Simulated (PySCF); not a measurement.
NMR data sheet: HCF2CF2OMe

```
Formula                               : C3H4F4O
SMILES                                : COC(F)(F)C(F)F
InChI                                 : InChI=1S/C3H4F4O/c1-8-3(6,7)2(4)5/h2H,1H3
Point group of the computed structure : C1
Degrees of unsaturation               : 0
Carbon signals                        : 3
Proton signals                        : 2
```

Molfile (atoms numbered from 1):
```
C3H4F4O
     RDKit          3D

 12 11  0  0  0  0  0  0  0  0999 V2000
   -1.8995    0.1805    0.0295 C   0  0  0  0  0  0  0  0  0  0  0  0
   -0.5392    0.6109    0.0317 O   0  0  0  0  0  0  0  0  0  0  0  0
    0.3795   -0.3492    0.2013 C   0  0  0  0  0  0  0  0  0  0  0  0
    0.2716   -1.3327   -0.7173 F   0  0  0  0  0  0  0  0  0  0  0  0
    0.2571   -0.9549    1.4110 F   0  0  0  0  0  0  0  0  0  0  0  0
    1.7705    0.2926    0.1278 C   0  0  0  0  0  0  0  0  0  0  0  0
    1.9564    0.8179   -1.0951 F   0  0  0  0  0  0  0  0  0  0  0  0
    2.7047   -0.6506    0.3342 F   0  0  0  0  0  0  0  0  0  0  0  0
   -2.4904    1.0797   -0.1235 H   0  0  0  0  0  0  0  0  0  0  0  0
   -2.1604   -0.2775    0.9849 H   0  0  0  0  0  0  0  0  0  0  0  0
   -2.0794   -0.5217   -0.7854 H   0  0  0  0  0  0  0  0  0  0  0  0
    1.8701    1.0787    0.8818 H   0  0  0  0  0  0  0  0  0  0  0  0
  1  2  1  0
  2  3  1  0
  3  4  1  0
  3  5  1  0
  3  6  1  0
  6  7  1  0
  6  8  1  0
  1  9  1  0
  1 10  1  0
  1 11  1  0
  6 12  1  0
M  END
```

Level of theory: geometry from PBE0-D3(BJ)/def2-TZVP, NMR shieldings at B97-2/pcSseg-2/GIAO, in PySCF (rapidly exchanging positions averaged, one computed conformer, non-relativistic Hamiltonian, in vacuum).

Shifts are taken against calculated references (same method and geometry level): $^{1}$H (σ = 31.64 ppm) and $^{13}$C (σ = 185.38 ppm) against TMS; $^{19}$F (σ = 175.98 ppm) against CFCl3; $^{17}$O (σ = 327.66 ppm) against H2O.

| carbon | δC, type | δH (multiplicity) | HMBC from (2–3 bonds) | span of the C tensor (ppm) |
| --- | --- | --- | --- | --- |
| C1 | 52.0, CH3 | 3.64 (s) | – | 80 |
| C3 | 127.5, C | – | H12, H9/H10/H11 | 30 |
| C6 | 117.0, CH | 5.65 (m) | – | 32 |

Other nuclei:
```
atoms   nucleus              environment  δ (ppm)  σ (ppm)
F4/F5  $^{19}$F  fluorine of a CF2 group   -113.6    289.6
F7/F8  $^{19}$F  fluorine of a CF2 group   -151.0    326.9
   O2  $^{17}$O             ether oxygen     81.2    246.4
```

- Carbon types of the structure: 1 × C, 1 × CH, 1 × CH3, which accounts for all hydrogens.
- δC 127.5: fully substituted sp3 carbon bonded to 2 F and O; 3 electronegative neighbours deshield it.
- δC 117.0: sp3 CH bonded to 2 F; 2 electronegative neighbours deshield it.
- δC 52.0: methyl carbon bonded to O; pulled downfield by the heteroatom.
- δH 5.65: hydrogen on an sp3 CH bonded to 2 F; its carbon carries F, hence the downfield position.
- δH 3.64: hydrogen on a methyl carbon bonded to O; its carbon carries O, hence the downfield position.

Splittings by $^{19}$F in the carbon and heteronuclear signals aren't shown, as no couplings were computed. Shifts are as computed. Against solution values, carbons near 30 ppm lie about +3 ppm off and those near 130 ppm about +7 ppm. Of 1211 compounds with measured shifts, 218 miss one by over three times the rms of a fit or turn the order of signals round; such compounds aren't used in these exercises. Unscaled 19F shifts against computed CFCl3 carry errors that often reach 10 to 50 ppm. Experimental scales use liquid or dissolved standards, which lie at an offset from isolated H2O (liquid H2O: subtract about 36 ppm). Multiplicities follow the n + 1 count of equivalent neighbours, as no J values were calculated; m marks all less simple cases, F and P coupling included.
